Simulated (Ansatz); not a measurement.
TeAs2⁺ was relaxed with PBE-D4 (def2-TZVP) in Ansatz in these states: charge +1 doublet, charge +1 quartet. The geometries follow in no particular order.

In the def2 sets Te takes a core potential; there is no spin–orbit coupling.

A:

```
atom   x (Å)   y (Å)   z (Å)
 As1  -0.379   1.121  -0.974
 As2  -1.022  -0.791   0.814
 Te3   1.401  -0.330   0.160
```

B:

```xyz
3

As   -1.1210    0.1726    0.7982
As   -0.2743    0.2074   -1.3436
Te    1.3952   -0.3800    0.5453
```

Judge from the bond lengths which geometry belongs to which state (an estimate).

A is the charge +1 quartet (As1–As2 2.695 Å, As2–Te3 2.551 Å, As1–Te3 2.561 Å); B is the charge +1 doublet (As1–As2 2.303 Å, As2–Te3 2.589 Å, As1–Te3 2.589 Å).
